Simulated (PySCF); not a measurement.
**Two-dimensional NMR puzzle**

Compound of formula C7H3F3. Correlations simulated from computed shifts and the bond graph:

HSQC (one-bond C–H):
```csv
δH,δC
3.63,12.5
1.59,77.7
```

HMBC (two and three bonds, from the bond graph):
```csv
δH,δC
3.63,"110.3, 80.3, 77.7, 73.5"
1.59,"80.3, 12.5"
```

Carbons without hydrogens: δ 175.1, 124.5, 110.3, 80.3, 73.5.

Computational details: GFN2-xTB geometry, σ from GIAO-PBE0/pcSseg-1, in PySCF 2.14 (isolated molecule, non-relativistic, one averaged value for each set of equivalent atoms, one conformer).

Referencing at the same level of theory: ¹H (31.72 ppm) and ¹³C (186.93 ppm) vs TMS.

Exchangeable hydrogens are left out of these lists.

**Question.** Work out the connectivity.

**Answer.** `C(CC#C)#CC(F)=C(F)F`.

Numbering as in the mapped SMILES `[CH:1]#[C:2][CH2:3][C:4]#[C:5][C:6]([F:7])=[C:8]([F:9])[F:10]`. Each H is labelled by its parent atom.

δC 175.1 is C8, a fully substituted alkene carbon. δC 124.5 is C6, a fully substituted alkene carbon. δC 110.3 is C4, an alkyne carbon. δC 80.3 is C2, an alkyne carbon. δC 77.7 is C1, a terminal alkyne carbon (δH 1.59). δC 73.5 is C5, an alkyne carbon. δC 12.5 is C3, a propargylic sp3 CH2 (δH 3.63). HMBC from δH 3.63 reaches the proton-free carbons C4, C2, C5. HMBC from δH 1.59 reaches the proton-free carbon C2.

The shifts were computed for this structure.

Shifts are as computed. Against solution values, carbons near 30 ppm lie about +3 ppm off and those near 130 ppm about +5 ppm. Of 1211 compounds with measured shifts, 218 miss one by over three times the rms of a fit or turn the order of signals round; such compounds aren't used in these exercises.
